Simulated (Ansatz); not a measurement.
ClFH2SeSn, SMILES `[F][SnH]([Cl])[SeH]` at its PBE0-D4/def2-TZVP geometry, where that method's forces vanish. The species carries charge 0 and has multiplicity 1. Sn takes the def2 core potential.

```xyz
6

F     1.9845   -0.0376    0.4853
Sn    0.1523    0.4836    0.3190
Cl   -0.8807   -0.7526    1.9726
Se   -0.6780   -0.2168   -1.9266
H     0.0811    2.1457    0.6455
H    -0.6592   -1.6221   -1.4958
```

(1) What forces (eV/Å) does PBE-D4/def2-TZVPP give on these atoms in the Gaussian-basis code of Ansatz? (An estimate is asked.)

Results:

(1) Ansatz gave: 
```
F1   0.629 -0.172  0.059
Sn2 -0.336  0.219 -0.083
Cl3 -0.173 -0.202  0.283
Se4 -0.116  0.162 -0.384
H5  -0.011  0.229  0.040
H6   0.007 -0.236  0.086
```
